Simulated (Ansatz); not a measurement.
`BN[SiH](C)C` → B• + 2 C• + 10 H• + N• + Si•  (atomization)

Isolated molecules relaxed with PBE0-D4/def2-TZVP in Ansatz; ΔE leaves out vibrations. CBS: MP2 limit from def2 TZ/QZ plus the TZ coupled-cluster correction, frozen cores. This one scheme is used for every species, atoms too. Functionals use def2-TZVPP. HSE06 is defined as in plane-wave codes. Open shells (•) are unrestricted, without spin–orbit coupling. Spin–orbit coupling would lower the free atoms: a little for B, C, Si. One conformer a species, not always the lowest.

(1) What is ΔE at CCSD(T)/CBS? (Best estimate.)

(2) What do these levels give: PBE-D4, HSE06-D4, ωB97M-V, B2PLYP, r2SCANh, HSE06, CAM-B3LYP, HF/def2-TZVPP, MP2/def2-TZVPP, CCSD(T)/def2-TZVPP, HF/def2-QZVPP, MP2/def2-QZVPP? (Estimate.)

Largest T1 diagnostic among the species: 0.014.

Answers

(1) Computed: +5572.7 kJ/mol.

(2) Ansatz gave: PBE-D4 5631.1, HSE06-D4 5584.8, ωB97M-V 5605.0, B2PLYP 5533.1, r2SCANh 5559.5, HSE06 5561.2, CAM-B3LYP 5597.4, HF/def2-TZVPP 4242.0, MP2/def2-TZVPP 5481.2, CCSD(T)/def2-TZVPP 5445.0, HF/def2-QZVPP 4249.5, MP2/def2-QZVPP 5557.0 kJ/mol.

The D4 term adds +47.8 kJ/mol with B3LYP and +25.4 kJ/mol with PBE0; it sums over pairs of atoms, weighted by their polarisabilities, and B3LYP, whose exchange is more repulsive, gets the larger term. From BLYP to BHLYP (50 % exact exchange), in def2-TZVPP and without D4, ΔE moves by −32.9 kJ/mol: exact exchange takes away binding that semilocal exchange gives to molecules. Leaving LDA and LC-ωPBE aside and taking each functional with its dispersion term where it has one, the values, not all of them listed here, spread over 130.8 kJ/mol, from BHLYP-D4 to PBE-D4. LDA lies +642.5 kJ/mol from PBE without D4, its usual overbinding.

B3LYP here is the variant with VWN-RPA as its local correlation; programs differ in this.

For atomizations the MP2-based limit and the directly extrapolated one differ by several kJ/mol either way, and by 10 to 25 for some Ge, Se and Sn compounds, so smaller differences from it don't rank the levels.
